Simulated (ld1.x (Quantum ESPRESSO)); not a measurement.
Before and after: RRKJ potential for Tc

- Element: Tc
- Generator: ld1.x (Quantum ESPRESSO) 7.5
- Type: norm-conserving RRKJ (Kleinman–Bylander form)
- Functional: PBEsol
- Relativity: scalar-relativistic
- Frozen core: [Ar] 3d10
- Valence charge: 15
- Reference configuration: 4s2 4p6 4d5 5s1.5 5p0.5
- Partial waves: 4s (bound): rc 0.95 bohr; 4p (bound): rc 1.55 bohr; 4d (bound): rc 1.45 bohr
- Local potential: all-electron potential smoothed inside 1.50 bohr (lloc = -1)
- Core correction: none
- rho0: 0.005

Occupied shells without a wave of their own: 5p, 5s. They enter only through the test configuration that unscreens the potential.

All-electron outer shells of the reference configuration (PBEsol, scalar-relativistic, ld1.x):

```json
{"shell": "3p", "level (eV)": "-416.44", "outermost node (bohr)": "0.16", "outermost maximum (bohr)": "0.36"}
{"shell": "3d", "level (eV)": "-250.63", "outermost node (bohr)": "–", "outermost maximum (bohr)": "0.31"}
{"shell": "4s", "level (eV)": "-74.07", "outermost node (bohr)": "0.50", "outermost maximum (bohr)": "0.95"}
{"shell": "4p", "level (eV)": "-46.06", "outermost node (bohr)": "0.51", "outermost maximum (bohr)": "1.03"}
{"shell": "4d", "level (eV)": "-7.38", "outermost node (bohr)": "0.50", "outermost maximum (bohr)": "1.27"}
{"shell": "5s", "level (eV)": "-5.57", "outermost node (bohr)": "1.28", "outermost maximum (bohr)": "2.72"}
{"shell": "5p", "level (eV)": "-1.76", "outermost node (bohr)": "1.45", "outermost maximum (bohr)": "3.58"}
```

Change: core correction a·sin(br)/r model core inside 0.52 bohr (5p, 5s counted twice).

Cutoffs: the cutoffs (Ry, on a coarse ladder) from which the occupation-weighted sum of valence levels, in a spherical-Bessel basis at the reference potential, stays within 10 and 1 mRy of its value at 400 Ry; they do not see the model core or the augmentation charge, which bear on the density cutoff. Errors are all-electron minus pseudo energies relative to the spin-unpolarised reference configuration.

**Question.** What does the change do?

**Answer.** The potential gets neither clearly harder nor softer (110 Ry and 180 Ry → 110 Ry and 180 Ry); of the 7 tests that both files solve, the error grows in 5 and shrinks in 2 by more than 15 % and 0.3 meV (median size 30.7 → 40.5 meV); neither file shows a bound ghost. In the changed file ld1.x takes every shell without a wave as core, so the model core holds the 5p, 5s electrons as well and exchange and correlation see them twice. This cancels in the reference configuration, but the file is broken for other ones, and its errors say nothing about a proper core correction. A model core, the more so a compact one, raises the density cutoff, which this test does not measure.

```tsv
quantity	base	changed
cutoff, loose	110 Ry	110 Ry
cutoff, tight	180 Ry	180 Ry
bound ghosts	none	none
error for 4s2 4p6 4d5 5s2 5p0, meV [ΔE -1.88 eV]	-19	-25
error for 4s2 4p6 4d5 5s1 5p0, meV [ΔE 6.32 eV]	+14	-125
error for 4s2 4p6 4d5 5s0 5p0, meV [ΔE 21.16 eV]	+66	-544
error for 4s2 4p6 4d4 5s2 5p1, meV [ΔE 4.74 eV]	-15	-40
error for 4s2 4p6 4d4 5s2 5p0, meV [ΔE 9.78 eV]	-31	-88
error for 4s2 4p6 4d5 5s0 5p2, meV [ΔE 5.91 eV]	+67	+17
error for 4s2 4p6 4d5 5s0 5p1, meV [ΔE 10.95 eV]	+70	-34
s: phases at 1.70 bohr within 0.05 rad from the reference energy up to (Ry; the scan ends near 5)	3.1	3.1
p: phases at 1.70 bohr within 0.05 rad from the reference energy up to (Ry; the scan ends near 5)	4.4	4.4
d: phases at 1.70 bohr within 0.05 rad from the reference energy up to (Ry; the scan ends near 5)	to the end of the scan	to the end of the scan
```
